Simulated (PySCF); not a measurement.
Radial density of N (nitrogen, neutral)

UHF, [He] 2s1 2p4, high-spin 4P determinant (an excited configuration). Calculation: PySCF 2.14, in dyall-av2z; the non-relativistic Hamiltonian (point nucleus).

| r (bohr) | 4πr²ρ (e/bohr) | 4πr²(ρα − ρβ) |
| --- | --- | --- |
| 0.00416 | 0.04118 | 0.0011 |
| 0.00699 | 0.1124 | 0.0029 |
| 0.0118 | 0.2966 | 0.0078 |
| 0.0198 | 0.7517 | 0.0196 |
| 0.0333 | 1.761 | 0.0458 |
| 0.0559 | 3.646 | 0.0936 |
| 0.0941 | 6.108 | 0.1532 |
| 0.158 | 7.277 | 0.1839 |
| 0.266 | 5.147 | 0.2483 |
| 0.448 | 2.540 | 0.8484 |
| 0.753 | 3.019 | 2.1093 |
| 1.27 | 2.990 | 2.0559 |
| 2.13 | 1.105 | 0.5444 |
| 3.58 | 0.1377 | -0.0146 |
| 6.03 | 0.005335 | -0.0044 |
| 10.1 | 7.246e-05 | -0.0001 |

Question: Where is the radial spin density 4πr²(ρα − ρβ) most negative, and why is it negative at all?

Answer: Around r = 3.58 bohr, down to -0.0146 e/bohr: exchange with the open shell polarises the paired shells in an unrestricted calculation.
